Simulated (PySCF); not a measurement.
Working out the ionisation energy of Zn

Zn [Ar] 3d10 4s2 (1S) → Zn+ [Ar] 3d10 4s1 (2S). All numbers are calculated (PySCF 2.14, the non-relativistic Hamiltonian (point nucleus), in 6-31G* (5s4p2d1f, 34 functions)). Frozen: [Ar]. Energies in hartree (1 hartree = 27.21139 eV):

```
            part    Zn (lower)   Zn+ (upper)
             UHF  -1777.481098  -1777.209131
CCSD correlation     -0.233468     -0.195072
             (T)     -0.006892     -0.005489
```

Question: What does Hartree-Fock give?

Answer: (-1777.209131) − (-1777.481098) = 0.271967 hartree = 7.401 eV.

Question: What do CCSD and CCSD(T) give?

Answer: The CCSD correlation energies differ by 0.038396 hartree = 1.045 eV and the triples by 0.001403 hartree = 0.038 eV, so CCSD gives 8.446 eV and CCSD(T) 8.484 eV.

Measured between the centres of the two terms (NIST): 9.394 eV, so CCSD(T) (valence) is off by -0.910 eV.

The calculation is non-relativistic.

What remains against the reference includes basis incompleteness, the frozen core and higher excitations.
